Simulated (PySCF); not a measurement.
C3H5, charge +1, multiplicity 1. Atoms are numbered in the order given.

```xyz
8

C      0.0000    -1.1782     0.2115
C      0.0000     0.0000    -0.4969
C      0.0000     1.1782     0.2115
H      0.0000    -2.1446    -0.2864
H      0.0000    -1.1768     1.2989
H      0.0000     0.0000    -1.5813
H      0.0000     2.1446    -0.2864
H      0.0000     1.1768     1.2989
```
Charge +1, spin multiplicity 1.

Geometry: PBE0-D3(BJ)/def2-TZVP. The spin state was assumed, not searched. The isomer is the one that the SMILES or the coordinates give; other isomers of the formula were not compared.

The numbers are results of PBE0/def2-TZVPD in PySCF, not measurements.

```json
{
  "total_energy": "-116.85390 hartree",
  "point_group": "C2v",
  "highest_occupied_level": "-16.03 eV",
  "lowest_empty_level": "-10.31 eV",
  "orbital_gap": "5.72 eV",
  "dipole_moment_about_the_centre_of_nuclear_charge": "0.117 e·Å",
  "mean_static_polarisability": "32.8 bohr³ (4.86 Å³)",
  "polarisability_principal_values": "20.4, 29.3, 48.6 bohr³"
}
```
